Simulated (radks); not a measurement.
Spherical jellium clusters: N electrons in a uniform positive sphere of charge N and radius rs N^(1/3), rs = 5.57 bohr. Calculated with a radial shooting solver with Libxc functionals: non-relativistic Kohn-Sham, PBE, spin-polarised, spherical densities. Levels are named by radial order and angular momentum (1s, 1p, 1d, 2s, ...), and open shells are averaged over m.

N = 2, configuration 1s2. This is the lowest configuration that the search found. Occupied and some empty levels:

level  occupation  eigenvalue (eV)  <r> (bohr)
1s              2          -2.4554       5.284
1p              0          -1.2125       7.124

Energy (eV): total -3.30631, kinetic 1.8955, external -18.432, Hartree 9.2774, exchange-correlation -5.3530, background 9.3060.
